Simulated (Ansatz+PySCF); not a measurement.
A calculation with Ansatz (development build ahead of 0.2.0).

```yaml
crystal:
  periodic: [false, false, false]
  atoms:
    - { symbol: Co, position_ang: [0.0, 0.0, 0.0] }
    - { symbol: Cl, position_ang: [0.0, 0.0, 2.1736] }
    - { symbol: Cl, position_ang: [0.0, 0.0, -2.1736] }
basis:
  gaussian: { orbitals: def2-SVP }
magnetization:
  initial_magnetization: 3
hamiltonian:
  xc: pbe
scf:
  omitted_lower_state_checks: [stability, starts, atomic_configurations, cluster_reference, orbital_swaps, given_window_search, neighbouring_geometries, increment]
```

The input is written out in the form of the current development build from the run's settings.

Results

```json
{
 "Converged": "yes",
 "Total energy": "-2302.16903 hartree"
}
```

Caution: other spin multiplicities were not run.
